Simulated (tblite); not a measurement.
Species: C₈H₁₁GeN.
SMILES with atom numbers: `[CH2:1]=[CH:2][Ge@@H:3]([CH3:4])[C@H:5]([C:6]#[N:7])[C:8]#[C:9][CH3:10]` (hydrogens: H11, H12 on C1; H13 on C2; H14 on Ge3; H15, H16, H17 on C4; H18 on C5; H19, H20, H21 on C10)

Computed with GFN2-xTB (tblite), gas phase: L-BFGS steps from a force-field or distance-geometry start until the largest atomic force falls under 0.01 eV/Å.

At the end of the run (lengths in Å): Ge3–C5 2.041, C10–H20 1.090, C5–C6 1.432, C4–H17 1.086, C2–Ge3 1.961, C6≡N7 1.145, Ge3–C4 1.974, C2–Ge3–C4 113.1°, C4–Ge3–C5 107.7°, C2–Ge3–C5 108.2°, Ge3–C5–C8 111.0°, C1–C2–Ge3–C4 131°, C2–Ge3–C5–C6 -62°, H15–C4–Ge3–C2 175°, H14–Ge3–C4–H15 -61°.

**Question.** These geometries were met on the way; a selection of coordinates is given. Order them by energy above the end point, lowest first.
A. Ge3–C5 1.921, C10–H20 1.138, C5–C6 1.472, C4–H17 1.121, C2–Ge3 1.947, C6≡N7 1.174, Ge3–C4 1.958, C2–Ge3–C4 104.8°, C4–Ge3–C5 114.4°, C2–Ge3–C5 105.9°, Ge3–C5–C8 109.0°, C1–C2–Ge3–C4 140°, C2–Ge3–C5–C6 -60°, H15–C4–Ge3–C2 -154°, H14–Ge3–C4–H15 -40°
B. Ge3–C5 2.012, C10–H20 1.083, C5–C6 1.443, C4–H17 1.084, C2–Ge3 1.929, C6≡N7 1.155, Ge3–C4 1.950, C2–Ge3–C4 106.3°, C4–Ge3–C5 113.3°, C2–Ge3–C5 104.8°, Ge3–C5–C8 108.2°, C1–C2–Ge3–C4 140°, C2–Ge3–C5–C6 -60°, H15–C4–Ge3–C2 -157°, H14–Ge3–C4–H15 -40°
C. Ge3–C5 2.029, C10–H20 1.088, C5–C6 1.434, C4–H17 1.087, C2–Ge3 1.940, C6≡N7 1.144, Ge3–C4 1.954, C2–Ge3–C4 108.2°, C4–Ge3–C5 112.6°, C2–Ge3–C5 106.2°, Ge3–C5–C8 112.8°, C1–C2–Ge3–C4 139°, C2–Ge3–C5–C6 -59°, H15–C4–Ge3–C2 -160°, H14–Ge3–C4–H15 -40°
D. Ge3–C5 2.047, C10–H20 1.090, C5–C6 1.429, C4–H17 1.083, C2–Ge3 1.928, C6≡N7 1.147, Ge3–C4 1.946, C2–Ge3–C4 107.7°, C4–Ge3–C5 112.2°, C2–Ge3–C5 105.3°, Ge3–C5–C8 110.5°, C1–C2–Ge3–C4 139°, C2–Ge3–C5–C6 -59°, H15–C4–Ge3–C2 -159°, H14–Ge3–C4–H15 -39°
E. Ge3–C5 2.042, C10–H20 1.092, C5–C6 1.431, C4–H17 1.088, C2–Ge3 1.957, C6≡N7 1.145, Ge3–C4 1.976, C2–Ge3–C4 108.5°, C4–Ge3–C5 112.9°, C2–Ge3–C5 106.2°, Ge3–C5–C8 112.6°, C1–C2–Ge3–C4 139°, C2–Ge3–C5–C6 -61°, H15–C4–Ge3–C2 -160°, H14–Ge3–C4–H15 -39°

**Answer.** E (0.043 eV), C (0.071 eV), D (0.120 eV), B (0.245 eV), A (0.556 eV).

```tsv
step	E above end (eV)	rms distance from the end, all atoms (Å)	largest force (eV/Å)	rms shift of all bonds from the end (Å)
11	0.043	0.228	0.165	0.002
7	0.071	0.234	0.257	0.007
5	0.120	0.237	0.998	0.011
2	0.245	0.243	1.364	0.015
0	0.556	0.248	3.625	0.035
```

Rows stand in the order of the answer.
